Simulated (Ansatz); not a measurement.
Consider the cleavage of the Si–B bond: `OB(S)[SiH2]Cl` + `BN[SiH3]` → `BN([SiH3])[SiH2]Cl` + `OBS`.

Gas-phase electronic energies from Ansatz, PBE0-D4/def2-TZVP geometries. CCSD(T)/CBS adds triple-zeta CCSD(T) − MP2 to the extrapolated MP2 energy (def2 sets, frozen cores). DFT in def2-TZVPP. B3LYP here is the variant with VWN-RPA as its local correlation; programs differ in this. Each species was taken in one conformer, which may not be the lowest.

| level | ΔE (kJ/mol) | difference from CCSD(T)/CBS |
| --- | --- | --- |
| PBE-D4 | -54.9 | 21.1 |
| r2SCAN-D4 | -68.0 | 8.0 |
| PBE0-D4 | -62.8 | 13.2 |
| B3LYP-D4 | -70.5 | 5.5 |
| ωB97X-V | -71.2 | 4.8 |
| ωB97M-V | -75.6 | 0.4 |
| B2PLYP | -73.0 | 3.0 |
| PBE | -51.7 | 24.3 |
| r2SCAN | -67.1 | 8.9 |
| PBE0 | -60.0 | 16.0 |
| B3LYP | -65.5 | 10.5 |
| HF/def2-TZVPP | -86.5 | -10.5 |
| MP2/def2-TZVPP | -82.9 | -6.9 |
| SCS-MP2/def2-TZVPP | -82.6 | -6.6 |
| CCSD/def2-TZVPP | -77.2 | -1.2 |
| CCSD(T)/def2-TZVPP | -75.8 | 0.2 |
| HF/def2-QZVPP | -88.4 | -12.4 |
| MP2/def2-QZVPP | -83.6 | -7.6 |
| SCS-MP2/def2-QZVPP | -83.3 | -7.3 |
| HF/CBS(def2) | -88.6 | -12.6 |
| MP2/CBS(def2) | -83.1 | -7.1 |
| CCSD/CBS(def2) | -77.4 | -1.4 |
| CCSD(T)/CBS | -76.0 | 0 |

Largest T1 diagnostic among the species: 0.013.

In def2-TZVPP, CCSD(T) changes the Hartree–Fock value by +10.7 kJ/mol (the triples alone add +1.4 kJ/mol) and MP2 by +3.6 kJ/mol. From PBE to PBE0 (25 % exact exchange), in def2-TZVPP and without D4, ΔE moves by −8.2 kJ/mol. The D4 term adds −5.0 kJ/mol with B3LYP and −2.8 kJ/mol with PBE0; it sums over pairs of atoms, weighted by their polarisabilities, and B3LYP, whose exchange is more repulsive, gets the larger term.
